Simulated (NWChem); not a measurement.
Basis-set convergence for C2H6Si

```xyz
9

Si     0.0000     0.0000    -0.7599
C     -1.3403    -0.5466     0.5016
H     -2.3564    -0.6288     0.0661
H     -1.3796     0.0542     1.4360
H     -1.0396    -1.5792     0.8081
C      1.3403     0.5466     0.5016
H      1.3796    -0.0542     1.4360
H      1.0396     1.5792     0.8081
H      2.3564     0.6288     0.0661
```
Charge 0, spin multiplicity 1.

Everything below was run with NWChem. Structure: optimised with PBE/def2-SVP, a minimum by its harmonic frequencies.

Quantity: dipole moment at the level B3LYP.

B3LYP has NWChem's definition, with VWN1-RPA local correlation. The Pople sets run with spherical d functions. The structure started from a generated list of species.

```tsv
basis	functions	dipole moment (D)
6-31G*	58	[?]
cc-pVDZ	76	1.23
6-311G**	98	[?]
def2-SVPD	112	1.19
6-311++G**	116	1.14
aug-pcseg-1	127	1.20
def2-TZVP	135	1.11
def2-TZVPD	171	1.14
pcseg-2	178	[?]
def2-TZVPP	188	1.12
```

### Question
Complete the blanks.

### Answer

- 6-31G*, dipole moment (D): 1.42
- 6-311G**, dipole moment (D): 1.16
- pcseg-2, dipole moment (D): 1.10
